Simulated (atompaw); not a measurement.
## What one change does to a pseudopotential (lead, PAW (atompaw))

* Element: Pb
* Generator: atompaw 4.2.0.5
* Type: PAW
* Functional: PBEsol
* Relativity: scalar-relativistic
* Frozen core: [Xe] 4f14 5d10
* Valence charge: 4
* Reference configuration: 6s1.5 6p2.5
* Partial waves: 6s (bound): rc 1.95 bohr; 6s channel at 0.5 Ry: rc 1.95 bohr; 6p (bound): rc 2.85 bohr; 6p channel at 1.65 Ry: rc 2.85 bohr; 6d channel at 0.45 Ry: rc 2.85 bohr; 6d channel at 1.8 Ry: rc 2.85 bohr
* Local potential: troulliermartins scheme with l = 3 at 1 Ry, radius 2.20 bohr
* Core correction: smooth core density matched at 2.30 bohr
* Augmentation charge: sinc compensation charge, radius 2.55 bohr; PAW radius 2.85 bohr; waves and projectors: custom rrkj gramschmidtortho

Change: functional LDA (PW92); removed wave 6d channel at 1.8 Ry: rc 2.85 bohr.

Cutoffs: the cutoffs (Ry, on a coarse ladder) from which the occupation-weighted sum of valence levels, in a spherical-Bessel basis at the reference potential, stays within 10 and 1 mRy of its value at 400 Ry; they do not see the model core or the augmentation charge, which bear on the density cutoff.

Problem. What does the change do?

Solution. Both files are so soft that the ladder of cutoffs tells neither apart; the bound ghosts move from d, s to s; the range in which the d phases agree narrows (upper end at the end of the scan → 0.7).

```csv
quantity,base,changed
"cutoff, loose",8 Ry,8 Ry
"cutoff, tight",12 Ry,12 Ry
bound ghosts,"s, d",s
s: phases at 2.86 bohr within 0.05 rad from the reference energy up to (Ry; the scan ends near 5),to the end of the scan,to the end of the scan
p: phases at 2.86 bohr within 0.05 rad from the reference energy up to (Ry; the scan ends near 5),2.1,2.1
d: phases at 2.86 bohr within 0.05 rad from the reference energy up to (Ry; the scan ends near 5),to the end of the scan,0.7
lowest overlap eigenvalue by channel,"s 0.47, p 0.37, d 0.78","s 0.48, p 0.36, d 1.00"
```

 A true bound ghost makes a file unfit for plane-wave use even where its test errors are small: the radial tests pick states by their node count and pass the ghost by. The cutoffs see the waves, projectors and local potential, not the compensation charge or the core.
